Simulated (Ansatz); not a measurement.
Computed with Ansatz on PBE0-D4/def2-TZVP structures; ΔE is electronic, products minus reactants. CCSD(T)/CBS is the MP2 limit (def2-TZVPP, def2-QZVPP) plus CCSD(T) − MP2 in def2-TZVPP, frozen cores. Functionals use def2-TZVPP. B3LYP here is the variant with VWN-RPA as its local correlation; programs differ in this. def2 core potentials past Kr. For Sn outer-core shells are correlated without core-valence functions, which leaves a few kJ/mol of doubt a bond. One conformer a species, not always the lowest.

`[SiH3]C([SiH3])S` + `[OH][SnH2][Cl]` → `[SiH3][O][SnH2][Cl]` + `[SiH3]CS`  (ligand exchange at the Si–C bond)

Is it downhill or uphill in electronic energy at CCSD(T)/CBS, and by how much? (An estimate is asked.)

The calculation gave: Downhill: ΔE = -100.0 kJ/mol.

What do these levels give: B3LYP-D4, B2PLYP, PBE, r2SCAN, PBE0, B3LYP, SCS-MP2/def2-TZVPP, CCSD/def2-TZVPP, CCSD(T)/def2-TZVPP, MP2/def2-QZVPP, HF/CBS(def2), MP2/CBS(def2)? (Best estimate.)

Ansatz gave: B3LYP-D4 -100.8, B2PLYP -105.0, PBE -86.0, r2SCAN -97.5, PBE0 -92.7, B3LYP -106.1, SCS-MP2/def2-TZVPP -105.3, CCSD/def2-TZVPP -104.7, CCSD(T)/def2-TZVPP -100.2, MP2/def2-QZVPP -99.6, HF/CBS(def2) -131.2, MP2/CBS(def2) -98.8 kJ/mol.

Largest T1 diagnostic among the species: 0.013.

The D4 term adds +5.3 kJ/mol with B3LYP and +2.7 kJ/mol with PBE0; it sums over pairs of atoms, weighted by their polarisabilities, and B3LYP, whose exchange is more repulsive, gets the larger term. In def2-TZVPP, CCSD(T) changes the Hartree–Fock value by +28.6 kJ/mol (the triples alone add +4.5 kJ/mol) and MP2 by +29.8 kJ/mol. From PBE to PBE0 (25 % exact exchange), in def2-TZVPP and without D4, ΔE moves by −6.7 kJ/mol.
